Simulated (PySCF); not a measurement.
# Electron correlation in Ne (neon, neutral)

[Ne], closed-shell 1S. All numbers are calculated (PySCF 2.14, no relativity, point nucleus, in cc-pVDZ (3s2p1d, 14 functions)). Frozen: 1s2; 8 electrons correlated.

MP2 pair energies summed by pair of shells (mhartree):

```
 pair   energy  share (%)
2p-2p  -140.14       75.5
2s-2p   -38.11       20.5
2s-2s    -7.27        3.9
```

Total MP2 correlation energy: -185.52 mhartree.

Same-spin part -50.78 and opposite-spin part -134.75 mhartree; SCS-MP2 scales them by 1/3 and 6/5 to -178.62 mhartree.

```
  level  correlation energy (mhartree)
   CCSD                        -189.02
    (T)                          -1.04
CCSD(T)                        -190.06
```

Diagnostics: T1 = 0.0023, D1 = 0.0036, largest double amplitude 0.042.

Cost of the coupled-cluster step: 0.06 s of wall time on 1 thread of Neoverse-V1 (shared host), for 8 correlated electrons.

Iterations:

```
CC2 = 0
CCSD nocc = 4, nmo = 13
frozen orbitals [0]
max_cycle = 100
direct = 0
conv_tol = 1e-08
conv_tol_normt = 1e-06
diis_space = 8
diis_start_cycle = 0
Init t2, MP2 energy = -128.674298831912  E_corr(MP2) -0.185523280170934
Init E_corr(CCSD) = -0.185523280170949
cycle = 1  E_corr(CCSD) = -0.187444825127786  dE = -0.00192154496  norm(t1,t2) = 0.0108754
cycle = 2  E_corr(CCSD) = -0.188723351938599  dE = -0.00127852681  norm(t1,t2) = 0.00276682
cycle = 3  E_corr(CCSD) = -0.188973971348083  dE = -0.000250619409  norm(t1,t2) = 0.000751285
cycle = 4  E_corr(CCSD) = -0.189019738665776  dE = -4.57673177e-05  norm(t1,t2) = 0.0001268
cycle = 5  E_corr(CCSD) = -0.189016637739672  dE = 3.1009261e-06  norm(t1,t2) = 1.18385e-05
cycle = 6  E_corr(CCSD) = -0.189016718101229  dE = -8.0361557e-08  norm(t1,t2) = 8.48226e-07
cycle = 7  E_corr(CCSD) = -0.189016705586966  dE = 1.25142623e-08  norm(t1,t2) = 4.70137e-08
cycle = 8  E_corr(CCSD) = -0.189016705308312  dE = 2.78654544e-10  norm(t1,t2) = 2.22271e-09
CCSD converged
E(CCSD) = -128.677792257049  E_corr = -0.1890167053083119
CCSD(T) correction = -0.00104400270894905
```
